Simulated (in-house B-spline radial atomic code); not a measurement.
A fraction x of an electron is removed from 5p in the erbium ion Er⁺, starting from [Xe] 4f12 6s1 and keeping the highest spin. Level of theory: scalar-relativistic (X2C) B3LYP, spin-polarised, spherical fractional occupations, Fermi nucleus of rms radius 5.2516 fm; calculated with a B-spline radial code for spherical atoms.

Caution: exact exchange at fractional occupations of open shells leaves self-interaction of up to several eV.

| x | E(x) - E(0) (eV) | 5p down level (eV) |
| --- | --- | --- |
| 0 | 0.0000 | -34.184 |
| 0.14 | 4.8890 | -35.663 |
| 0.27 | 9.6157 | -37.059 |
| 0.44 | 16.0730 | -38.914 |
| 0.5 | 18.4277 | -39.577 |
| 0.51 | ? | ? |
| 0.66 | 24.9023 | -41.360 |
| 0.84 | 32.5298 | -43.395 |
| 0.98 | ? | ? |
| 1 | 39.6193 | -45.228 |

Task: What belongs in the row x = 0.51?

Result: An energy change of 18.8240 eV; 5p down at -39.687 eV.

Task: What belongs in the row x = 0.98?

Result: An energy change of 38.7171 eV; 5p down at -44.997 eV.

Task: Check Janak's theorem between x = 0.14 and 0.27.

Result: The slope of the energy is 36.36 eV; the orbital levels give 36.36 eV (-ε of the emptying orbital, averaged over the two points).
